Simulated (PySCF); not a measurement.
PySCF input (TPSSh/def2-TZVPD):

```python
from pyscf import gto, scf, dft

mol = gto.M(
    atom='''
    Si    0.03624753   -0.00224795   -0.00038559
    C     1.74691431    0.27111426   -0.65674999
    C    -0.91000799   -1.06499771   -1.21615305
    C    -0.77557033    1.66056093    0.28278668
    N     0.00371440   -0.83577797    1.52686630
    H     2.25625427   -0.43791702   -1.30280940
    H     2.36513628    1.11538700   -0.36560202
    H    -0.94834825   -0.59457679   -2.20099926
    H    -1.93361400   -1.22958076   -0.87432955
    H    -0.43628995   -2.04263141   -1.33818960
    H    -1.79370876    1.53724888    0.65705445
    H    -0.81771974    2.23885329   -0.64256682
    H    -0.21877667    2.25256755    1.01392047
    H     0.33367471   -0.35453170    2.35097382
    H     0.29190990   -1.80296703    1.56058041
    ''',
    basis='def2-tzvpd',
    charge=0,
    spin=1,
    verbose=4,
)

mf = dft.UKS(mol, xc='tpssh').density_fit(auxbasis='def2-universal-jkfit')
mf.grids.level = 3
mf.conv_tol = 1e-9
mf.max_cycle = 100
mf.max_memory = 1500
mf.kernel()
if not mf.converged:
    mf = mf.newton()
    mf.kernel(mf.make_rdm1())
for _ in range(2):
    mo, _, stable, _ = mf.stability(return_status=True)
    if stable:
        break
    mf.kernel(mf.make_rdm1(mo, mf.mo_occ))
mf.analyze()
```

Output:

```
PySCF version 2.14.0

[INPUT] verbose = 4
[INPUT] num. atoms = 15
[INPUT] num. electrons = 49
[INPUT] charge = 0
[INPUT] spin (= nelec alpha-beta = 2S) = 1
[INPUT] symmetry False subgroup None
[INPUT] Mole.unit = angstrom
[INPUT] Symbol           X                Y                Z      unit          X                Y                Z       unit  Magmom
[INPUT]  1 Si     0.036247530000  -0.002247950000  -0.000385590000 AA    0.068497904392  -0.004248009842  -0.000728659496 Bohr   0.0
[INPUT]  2 C      1.746914310000   0.271114260000  -0.656749990000 AA    3.301189608984   0.512331699864  -1.241077613411 Bohr   0.0
[INPUT]  3 C     -0.910007990000  -1.064997710000  -1.216153050000 AA   -1.719665872266  -2.012553995189  -2.298196190054 Bohr   0.0
[INPUT]  4 C     -0.775570330000   1.660560930000   0.282786680000 AA   -1.465615514039   3.138005370853   0.534389376875 Bohr   0.0
[INPUT]  5 N      0.003714400000  -0.835777970000   1.526866300000 AA    0.007019198717  -1.579391464245   2.885359135828 Bohr   0.0
[INPUT]  6 H      2.256254270000  -0.437917020000  -1.302809400000 AA    4.263702637680  -0.827543233086  -2.461952958509 Bohr   0.0
[INPUT]  7 H      2.365136280000   1.115387000000  -0.365602020000 AA    4.469459816473   2.107775952900  -0.690887688388 Bohr   0.0
[INPUT]  8 H     -0.948348250000  -0.594576790000  -2.200999260000 AA   -1.792118463211  -1.123587293123  -4.159285801770 Bohr   0.0
[INPUT]  9 H     -1.933614000000  -1.229580760000  -0.874329550000 AA   -3.654000890625  -2.323570884435  -1.652243392114 Bohr   0.0
[INPUT] 10 H     -0.436289950000  -2.042631410000  -1.338189600000 AA   -0.824468516400  -3.860013938334  -2.528811846741 Bohr   0.0
[INPUT] 11 H     -1.793708760000   1.537248880000   0.657054450000 AA   -3.389618303633   2.904979368494   1.241652959427 Bohr   0.0
[INPUT] 12 H     -0.817719740000   2.238853290000  -0.642566820000 AA   -1.545266355251   4.230819551181  -1.214275306533 Bohr   0.0
[INPUT] 13 H     -0.218776670000   2.252567550000   1.013920470000 AA   -0.413427988744   4.256735746583   1.916032000390 Bohr   0.0
[INPUT] 14 H      0.333674710000  -0.354531700000   2.350973820000 AA    0.630553816594  -0.669967815476   4.442696645823 Bohr   0.0
[INPUT] 15 H      0.291909900000  -1.802967030000   1.560580410000 AA    0.551629764049  -3.407113898320   2.949069570261 Bohr   0.0

nuclear repulsion = 239.283771711946
number of shells = 117
number of NR pGTOs = 387
number of NR cGTOs = 281
basis = def2-tzvpd
ecp = {}

******** <class 'pyscf.df.df_jk.DFUKS'> ********
method = DFUKS
initial guess = minao
damping factor = 0
level_shift factor = 0
DIIS = <class 'pyscf.scf.diis.CDIIS'>
diis_start_cycle = 1
diis_space = 8
diis_damp = 0
SCF conv_tol = 1e-09
SCF conv_tol_grad = None
SCF max_cycles = 100
direct_scf = False
number electrons alpha = 25  beta = 24
XC library pyscf.dft.libxc version 7.1.2
    S. Lehtola, C. Steigemann, M. J. T. Oliveira, and M. A. L. Marques,  SoftwareX 7, 1–5 (2018)
XC functionals = tpssh
    V. N. Staroverov, G. E. Scuseria, J. Tao, and J. P. Perdew,  J. Chem. Phys. 119, 12129 (2003)
radial grids:
    Treutler-Ahlrichs [JCP 102, 346 (1995); DOI:10.1063/1.469408] (M4) radial grids

becke partition: Becke, JCP 88, 2547 (1988); DOI:10.1063/1.454033
pruning grids: <function nwchem_prune>
grids dens level: 3
symmetrized grids: False
atomic radii adjust function: <function treutler_atomic_radii_adjust>
small_rho_cutoff = 0
[...]
  beta  nocc = 24  HOMO = -0.234558431278899  LUMO = -0.0865147169338059
  HOMO = -0.209688235094  LUMO = -0.0865147169338  gap/eV = 3.35172
Extra cycle  E= -464.696658629807  delta_E= -2.84e-11  |g|= 7.52e-06  |ddm|= 2.63e-05
converged SCF energy = -464.696658629807  <S^2> = 0.75522511  2S+1 = 2.0052183
uhf_internal: lowest eigs of H = [0.23566278 0.34543089 0.35297606]
<class 'pyscf.df.df_jk.DFUKS'> wavefunction is stable in the internal stability analysis
**** SCF Summaries ****
Total Energy =                        -464.696658629807189
Nuclear Repulsion Energy =             239.283771711946230
One-electron Energy =                -1111.926341725204338
Two-electron Energy =                  407.945911383450891
Two-electron Coulomb Energy =          455.943026918405508
DFT Exchange-Correlation Energy =      -47.997115534954638
HOMO-LUMO gap [eV] =                     3.351722150096182
**** MO energy ****
                             alpha | beta                alpha | beta
MO #1   energy= -65.962841797936   | -65.9630353131337  occ= 1 | 1
MO #2   energy= -14.2183693556015  | -14.2168904867399  occ= 1 | 1
MO #3   energy= -10.1063668301642  | -10.0922288290833  occ= 1 | 1
MO #4   energy= -10.0832577136414  | -10.0831956039971  occ= 1 | 1
MO #5   energy= -10.0830773795385  | -10.0830542163428  occ= 1 | 1
MO #6   energy= -5.19236998613817  | -5.19252040758396  occ= 1 | 1
MO #7   energy= -3.54015499293878  | -3.54025453225689  occ= 1 | 1
MO #8   energy= -3.53914507969823  | -3.53935780558937  occ= 1 | 1
MO #9   energy= -3.53900669541793  | -3.53926107505212  occ= 1 | 1
MO #10  energy= -0.81978455558184  | -0.816777992404027 occ= 1 | 1
MO #11  energy= -0.68656215217683  | -0.682788471708472 occ= 1 | 1
MO #12  energy= -0.659917825474779 | -0.65973009782965  occ= 1 | 1
MO #13  energy= -0.646628228050024 | -0.6133918293351   occ= 1 | 1
MO #14  energy= -0.467126321702729 | -0.464855072518609 occ= 1 | 1
MO #15  energy= -0.461086838586705 | -0.460463536469503 occ= 1 | 1
MO #16  energy= -0.399265779862618 | -0.396837577525342 occ= 1 | 1
MO #17  energy= -0.398636357901729 | -0.392748814688887 occ= 1 | 1
MO #18  energy= -0.390493143830678 | -0.39016102896664  occ= 1 | 1
MO #19  energy= -0.371669573912349 | -0.371341347345673 occ= 1 | 1
MO #20  energy= -0.367558374909396 | -0.366000088054959 occ= 1 | 1
MO #21  energy= -0.347136831908661 | -0.343925997512877 occ= 1 | 1
MO #22  energy= -0.31005615254929  | -0.301533919250163 occ= 1 | 1
MO #23  energy= -0.286266385558406 | -0.285937941322948 occ= 1 | 1
MO #24  energy= -0.248306828130673 | -0.234558431278899 occ= 1 | 1
MO #25  energy= -0.209688235093914 | -0.0865147169338059 occ= 1 | 0
MO #26  energy= -0.00332789027723754 | -0.00121899255643176 occ= 0 | 0
MO #27  energy= 0.0272685725598057 | 0.0276223786875009 occ= 0 | 0
MO #28  energy= 0.0295653363987242 | 0.0336197213887563 occ= 0 | 0
MO #29  energy= 0.0332502271239484 | 0.0375115588759672 occ= 0 | 0
MO #30  energy= 0.0610755191657723 | 0.0618911397478443 occ= 0 | 0
MO #31  energy= 0.0624001829790761 | 0.0650108569945388 occ= 0 | 0
MO #32  energy= 0.0697406834977835 | 0.0706752353153882 occ= 0 | 0
MO #33  energy= 0.0719684612901871 | 0.0743109017614136 occ= 0 | 0
MO #34  energy= 0.0895054642720455 | 0.0921707957116388 occ= 0 | 0
MO #35  energy= 0.09260546191993   | 0.0953994174349329 occ= 0 | 0
MO #36  energy= 0.093904493506671  | 0.0959449345362157 occ= 0 | 0
MO #37  energy= 0.101605942524538  | 0.110727001936941  occ= 0 | 0
MO #38  energy= 0.114112539998518  | 0.114486993002613  occ= 0 | 0
MO #39  energy= 0.114775199123699  | 0.116096432621901  occ= 0 | 0
MO #40  energy= 0.11724085586093   | 0.118048668749022  occ= 0 | 0
MO #41  energy= 0.128778494107294  | 0.131132753431326  occ= 0 | 0
MO #42  energy= 0.131942881885694  | 0.133866618353829  occ= 0 | 0
MO #43  energy= 0.134548000741328  | 0.140720300175083  occ= 0 | 0
MO #44  energy= 0.140449795352112  | 0.14204980605303   occ= 0 | 0
MO #45  energy= 0.148470455231513  | 0.157125221725579  occ= 0 | 0
MO #46  energy= 0.169347654824831  | 0.173240910809818  occ= 0 | 0
MO #47  energy= 0.181414894162801  | 0.186362814314631  occ= 0 | 0
MO #48  energy= 0.185936710202546  | 0.189136522456882  occ= 0 | 0
MO #49  energy= 0.200181028638986  | 0.202944040429003  occ= 0 | 0
MO #50  energy= 0.203846857909082  | 0.205566263758635  occ= 0 | 0
MO #51  energy= 0.207181693251598  | 0.211903221054564  occ= 0 | 0
MO #52  energy= 0.210319863511625  | 0.215655738440627  occ= 0 | 0
MO #53  energy= 0.223921043214109  | 0.224954434540417  occ= 0 | 0
MO #54  energy= 0.239296321329213  | 0.242836095336619  occ= 0 | 0
MO #55  energy= 0.245028825893861  | 0.246384588787261  occ= 0 | 0
MO #56  energy= 0.248291876922062  | 0.250335762815529  occ= 0 | 0
MO #57  energy= 0.249794424009526  | 0.251255184768819  occ= 0 | 0
MO #58  energy= 0.254659695358191  | 0.261421246790113  occ= 0 | 0
MO #59  energy= 0.264308443870217  | 0.267965829663898  occ= 0 | 0
MO #60  energy= 0.266994193339041  | 0.269100414222362  occ= 0 | 0
MO #61  energy= 0.271973993297342  | 0.274267175699686  occ= 0 | 0
MO #62  energy= 0.284211854207647  | 0.286251428310148  occ= 0 | 0
MO #63  energy= 0.284375607716178  | 0.289782493061266  occ= 0 | 0
MO #64  energy= 0.298140269060764  | 0.298882844266559  occ= 0 | 0
MO #65  energy= 0.299331641466165  | 0.303245403751366  occ= 0 | 0
MO #66  energy= 0.301397383604249  | 0.304133050364593  occ= 0 | 0
MO #67  energy= 0.302655067746573  | 0.306397788475676  occ= 0 | 0
MO #68  energy= 0.305806678170649  | 0.308047484580826  occ= 0 | 0
MO #69  energy= 0.316438239391568  | 0.32200686850544   occ= 0 | 0
MO #70  energy= 0.324735976593829  | 0.326269160077173  occ= 0 | 0
MO #71  energy= 0.327896683183283  | 0.328546260783975  occ= 0 | 0
MO #72  energy= 0.332702995172183  | 0.335570828596152  occ= 0 | 0
MO #73  energy= 0.340588615771092  | 0.342179850504397  occ= 0 | 0
MO #74  energy= 0.34464878068465   | 0.351078854614056  occ= 0 | 0
MO #75  energy= 0.350662851639617  | 0.352380941086252  occ= 0 | 0
MO #76  energy= 0.35828712764026   | 0.361881358799512  occ= 0 | 0
MO #77  energy= 0.360082052176343  | 0.362380286695338  occ= 0 | 0
MO #78  energy= 0.366557925113628  | 0.369166496338451  occ= 0 | 0
MO #79  energy= 0.375464434262945  | 0.381326774970917  occ= 0 | 0
MO #80  energy= 0.381244956741147  | 0.382147819919164  occ= 0 | 0
MO #81  energy= 0.404254119955422  | 0.408280001953627  occ= 0 | 0
MO #82  energy= 0.409984734934663  | 0.413754295363185  occ= 0 | 0
MO #83  energy= 0.412612141797523  | 0.415952666335046  occ= 0 | 0
MO #84  energy= 0.421312416503902  | 0.421950809177535  occ= 0 | 0
MO #85  energy= 0.428464809208842  | 0.429677592492464  occ= 0 | 0
MO #86  energy= 0.432327562520728  | 0.438932406111136  occ= 0 | 0
MO #87  energy= 0.443365079449154  | 0.448020763381237  occ= 0 | 0
MO #88  energy= 0.450405517659762  | 0.454358705974614  occ= 0 | 0
MO #89  energy= 0.451267070433112  | 0.454857980568649  occ= 0 | 0
MO #90  energy= 0.456367543373781  | 0.457386852724782  occ= 0 | 0
MO #91  energy= 0.45827681225542   | 0.460231681207285  occ= 0 | 0
MO #92  energy= 0.462629091813086  | 0.465693439943885  occ= 0 | 0
MO #93  energy= 0.473897067250266  | 0.475123390670818  occ= 0 | 0
MO #94  energy= 0.477532510247207  | 0.478131474933361  occ= 0 | 0
MO #95  energy= 0.489198755254023  | 0.492619717499701  occ= 0 | 0
MO #96  energy= 0.505775167983604  | 0.507965919595759  occ= 0 | 0
MO #97  energy= 0.507910692480794  | 0.509904595551266  occ= 0 | 0
MO #98  energy= 0.509802938494691  | 0.511740856979869  occ= 0 | 0
MO #99  energy= 0.530907659312228  | 0.533920962256092  occ= 0 | 0
MO #100 energy= 0.532701112263944  | 0.53683288251068   occ= 0 | 0
MO #101 energy= 0.551309525504708  | 0.551960466308061  occ= 0 | 0
MO #102 energy= 0.565429809143178  | 0.57297890339655   occ= 0 | 0
MO #103 energy= 0.583062834581816  | 0.586492129751413  occ= 0 | 0
MO #104 energy= 0.585919081453889  | 0.599347323049987  occ= 0 | 0
[...]
```

It need not be the lowest isomer of its formula.
